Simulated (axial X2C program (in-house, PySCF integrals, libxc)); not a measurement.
# InTe⁻: cheaper levels and CCSD(T), two-component

All values were computed with an in-house relativistic program for diatomic molecules. Two-component (2c) means X2C with spin–orbit coupling and atomic mean-field two-electron Coulomb and Gaunt terms. Basis: Te dyall-acv3z [12s13p9d5f1g], In dyall-acv3z [12s13p10d5f1g] (cores contracted in-house); Gaussian nuclei, density fitting, unrestricted open shells. Masses: Te 129.906 u, In 114.904 u.

State: Ω = 0 (closed shell); fragments Te- + In.

| level | Re (Å) | ωe (cm⁻¹) | De (eV) |
| --- | --- | --- | --- |
| PBE0 | 2.655 | 203.8 | n/a |
| HF | 2.666 | 208.6 | 1.63 |
| MP2 | 2.681 | 203.9 | 2.90 |
| CCSD | 2.681 | 203.8 | 2.66 |
| M06 | 2.683 | 198.6 | n/a |

Correlated methods: 10 electrons correlated (number of frozen shells: Te 4 s, 3 p, 2 d; In 4 s, 3 p, 2 d), 372 virtual spin orbitals or spinors in MP2, 90 natural virtuals in coupled cluster.

CCSD(T), same Hamiltonian and basis:

Re = 2.692 Å, ωe = 199.5 cm⁻¹, De = 2.81 eV; T1 = 0.022 (Lee–Taylor normalisation).

**Question.** Give the differences from CCSD(T) in the columns below.

**Answer.** 

```csv
level,ΔRe (Å),Δωe (cm⁻¹),ΔDe (eV)
PBE0,-0.037,4.3,n/a
HF,-0.026,9.1,-1.18
MP2,-0.011,4.4,0.09
CCSD,-0.011,4.3,-0.15
M06,-0.009,-0.9,n/a
```

One determinant describes the state; a PBE0 search over occupations chose it and may have missed a lower one. Closed shells are restricted here (equal orbitals for both partners); the stretched side of such a curve lies too high. Dissociation energies refer to the lowest single-determinant-based atoms at the same level and basis. De is not given where an atomic determinant may have missed its ground term or J level, or where the truncated virtual space spoils (T). CCSD and (T) use frozen natural virtuals with an MP2 correction for the truncation; (T) itself is uncorrected, so its De runs slightly low. The functionals have no current-density term, which raises determinants with orbital currents, atoms included. With the outer-core shells frozen, correlated bond lengths of heavy atoms tend to come out a few hundredths of an ångström too long. Hartree–Fock gets electron affinities wrong, so its lowest charge split need not be the true one.
